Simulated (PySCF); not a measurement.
Geometry (Å), atoms numbered from 1 in this order:
```xyz
23

C    -3.4233    0.0896    0.2722
C    -2.0712   -0.2915   -0.3101
C    -0.9107    0.4559    0.3309
C     0.4651    0.1332   -0.2487
C     1.5527    1.0445    0.3556
C     2.9528    0.7206   -0.1953
Al    2.8239   -1.2350   -0.3554
C     0.8784   -1.3480   -0.1002
H    -4.2443   -0.4696   -0.2020
H    -3.6304    1.1636    0.1369
H    -3.4627   -0.1165    1.3542
H    -2.0676   -0.0989   -1.3981
H    -1.9152   -1.3775   -0.1973
H    -0.8932    0.2426    1.4168
H    -1.0914    1.5433    0.2420
H     0.4281    0.3610   -1.3341
H     1.2767    2.1022    0.1967
H     1.5461    0.8959    1.4526
H     3.0806    1.1649   -1.2016
H     3.7622    1.1386    0.4234
H     3.9268   -2.3578   -0.6066
H     0.6631   -1.6879    0.9340
H     0.3114   -2.0210   -0.7620
```

Geometry: PBE0-D3(BJ)/def2-SVP; GIAO shifts from PySCF 2.14, gas phase, non-relativistic, averaged over equivalent atoms.

At HF/pcSseg-1 (218 basis functions, 13 s wall time on 1 thread of an Intel Xeon 6975P-C, shared host):
| atoms | δ (ppm) |
| --- | --- |
| C3 | 41.2 |
| C4 | 37.4 |
| C5 | 33.7 |
| C2 | 22.2 |
| C1 | 16.7 |
| C8 | 12.7 |
| C6 | 8.0 |
| Al7 | 213.1 |
| H21 | 5.21 |
| H17 | 1.88 |
| H13 | 1.43 |
| H15 | 1.20 |
| H9/H10/H11 | 1.04 |
| H12 | 0.89 |
| H16 | 0.56 |
| H14 | 0.55 |
| H18 | 0.53 |
| H23 | 0.44 |
| H20 | 0.39 |
| H19 | -0.20 |
| H22 | -0.98 |

References, each an isolated molecule treated in the same way: TMS for 13C (σref 190.85), 1H (σref 31.69); 27Al (σref 516.24) vs AlH4-.

Problem. Predict the values at PBE0/pcSseg-1 on the same geometry.

Solution. 
| atoms | δ at PBE0/pcSseg-1 | change |
| --- | --- | --- |
| C3 | 46.0 | +4.8 |
| C4 | 44.2 | +6.8 |
| C5 | 38.5 | +4.8 |
| C2 | 25.1 | +2.9 |
| C1 | 16.9 | +0.2 |
| C8 | 18.5 | +5.8 |
| C6 | 13.5 | +5.5 |
| Al7 | 251.5 | +38.4 |
| H21 | 5.89 | +0.68 |
| H17 | 2.13 | +0.25 |
| H13 | 1.60 | +0.17 |
| H15 | 1.48 | +0.28 |
| H9/H10/H11 | 1.01 | -0.03 |
| H12 | 1.04 | +0.15 |
| H16 | 1.01 | +0.45 |
| H14 | 0.71 | +0.16 |
| H18 | 0.77 | +0.24 |
| H23 | 0.87 | +0.43 |
| H20 | 0.75 | +0.36 |
| H19 | 0.06 | +0.26 |
| H22 | -0.75 | +0.23 |

Shifts are taken against calculated references (same method and geometry level): 13C (σ = 184.41 ppm) and 1H (σ = 31.27 ppm) against TMS; AlH4- for 27Al (σ = 489.28 ppm).

The largest change is at Al7 (aluminium bonded to 2 C, H, in a 5-membered ring). Cost: 218 basis functions, 33 s wall time on 1 thread of an Intel Xeon 6975P-C, shared host. The order of the carbon signals changes between the two levels.
